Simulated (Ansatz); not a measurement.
Molecule: ZnF₂ (charge 0, triplet). The spin state was set by rule; other spins were not relaxed. 
Structure (B3LYP-D3(BJ)/def2-TZVP (Ansatz, a first-principles code) minimum search):
```
Zn
F 1 1.9878
F 1 1.9878 2 60.94
```
Charge 0, spin multiplicity 3.

Give the harmonic wavenumbers at B3LYP-D3(BJ)/def2-TZVP (Ansatz, finite differences of forces, unscaled).

248, 294, 465 cm⁻¹. Zero-point energy 1.4 kcal/mol.

From these and the geometry, give the ideal-gas thermochemistry at 298.15 K and 1 atm (rigid rotor, harmonic oscillator).

Point group C2v, rotational symmetry number 2. Rotational constants 13.09, 7.165, 4.63 GHz. S(trans) 39.82, S(rot) 22.74, S(vib) 3.95, S(elec, spin only) 2.18, S 68.7 cal/(mol K). H(298) - H(0) 3.10 kcal/mol; G - E(el) -15.9 kcal/mol.
